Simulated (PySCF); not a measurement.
Simulated outer-valence photoelectron spectrum of `O=CN[SiH2]O`. Method used: EOM-IP-CCSD/aug-cc-pVDZ in PySCF, restricted Hartree–Fock reference, frozen core, non-relativistic, gas phase, PBE0-D3(BJ)/def2-SVP geometry.

Each root has a Gaussian of 0.6 eV full width with its one-hole share as area; cross sections and vibrations are left out, and the highest printed point is 100.

ionisation energy (eV), intensity and a bar:
```
      9.6          1 
      9.8          5 #
     10.0         24 #######
     10.2         66 ####################
     10.4        100 ##############################
     10.6         82 #########################
     10.8         38 ###########
     11.0         17 #####
     11.2         29 #########
     11.4         48 ##############
     11.6         46 ##############
     11.8         24 #######
     12.0          7 ##
     12.2          1 
     12.4          1 
     12.6          8 ##
     12.8         27 ########
     13.0         52 ################
     13.2         65 ####################
     13.4         68 #####################
     13.6         70 #####################
     13.8         68 ####################
     14.0         62 ###################
     14.2         42 #############
     14.4         23 #######
     14.6         26 ########
     14.8         45 #############
     15.0         52 ###############
     15.2         47 ##############
     15.4         51 ###############
     15.6         51 ###############
     15.8         31 #########
     16.0         11 ###
     16.2          2 #
     16.4          0
```

Where are the maxima, and how many lines lie under the curve?

5 maxima, at 10.4, 11.5, 13.6, 15.0 and 15.5 eV, from 8 lines. At this width some lines have no maximum of their own.

List the lines with their holes.

```json
{"E (eV)": "10.41", "leading hole (HF orbital)": "HOMO", "area": "0.95", "Koopmans (eV)": "11.45"}
{"E (eV)": "10.47", "leading hole (HF orbital)": "HOMO-1", "area": "0.94", "Koopmans (eV)": "12.24"}
{"E (eV)": "11.48", "leading hole (HF orbital)": "HOMO-2", "area": "0.94", "Koopmans (eV)": "12.86"}
{"E (eV)": "13.09", "leading hole (HF orbital)": "HOMO-4", "area": "0.94", "Koopmans (eV)": "14.90"}
{"E (eV)": "13.56", "leading hole (HF orbital)": "HOMO-3", "area": "0.94", "Koopmans (eV)": "14.78"}
{"E (eV)": "14.02", "leading hole (HF orbital)": "HOMO-5", "area": "0.94", "Koopmans (eV)": "15.24"}
{"E (eV)": "14.92", "leading hole (HF orbital)": "HOMO-6", "area": "0.91", "Koopmans (eV)": "16.38"}
{"E (eV)": "15.55", "leading hole (HF orbital)": "HOMO-7", "area": "0.94", "Koopmans (eV)": "17.37"}
```

The widest gap, 1.61 eV, lies between 11.48 and 13.09 eV. Only orbitals with −ε under 21 eV, eight at most, were ionised, so the high end of the curve may lack lines.

Time: 2.4 min of wall time. Hardware: x86-64 server, one thread (shared host).

Shape of the structure used: `[O:1]=[CH:2][NH:3][SiH2:4][OH:5]`: O1–C2–N3–Si4 0°, C2–N3–Si4–O5 -1°, H–O5–Si4–N3 1°.

One conformer stands for the species.
